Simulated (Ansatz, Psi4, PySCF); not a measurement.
disiloxane (H₆OSi₂), singlet, at a GFN2-xTB geometry. Base run: PySCF with REVPBE/def2-SVP.

PySCF was given this input:
```python
from pyscf import gto, scf, dft

mol = gto.Mole()
mol.atom = '''
    Si    1.58554558   -0.29465325    0.09305373
    O    -0.00374610   -0.02898376   -0.03187953
    Si   -1.58414102    0.30551525   -0.08108531
    H     1.99636140   -0.92391127   -1.16028168
    H     2.22242187    1.00620543    0.29041493
    H     1.77723671   -1.17669751    1.24269936
    H    -2.21375802   -0.47470673    0.98249776
    H    -2.04757203   -0.09473461   -1.40797725
    H    -1.72438507    1.74364671    0.14012516
'''
mol.basis = 'def2-svp'
mol.verbose = 3
mol.build()

mf = dft.RKS(mol)
mf.xc = 'revpbe'
mf.kernel()
```

The same geometry, method and basis name were run in Ansatz (a program for electronic structure) and Psi4 and PySCF, at each program's defaults and at the settings that a row names. The base is PySCF at its defaults. Differences at the defaults can come from grids, fitting, cores and function types together.

```csv
code and settings,ΔE vs base (µEh),basis functions,E (Eh),SCF cycles,dipole (D)
"PySCF, defaults (exact integrals, its default grid, spherical functions)",0.0,80,-657.46411,9,0.06
"Psi4, defaults (density fitting with its default set, its default grid, spherical functions)",-142,80,-657.46425,8,0.06
"Ansatz, defaults (factorised integrals, its default grid, spherical functions)",-1.9,80,-657.46411,-,-
"PySCF, density fitting with def2-universal-jkfit",-142,80,-657.46425,9,0.06
"PySCF, fine grid",0.2,80,-657.46411,9,0.06
"Psi4, exact integrals, spherical functions, fine grid",0.1,80,-657.46411,10,0.06
"Ansatz, high accuracy",-0.1,80,-657.46411,-,-
```
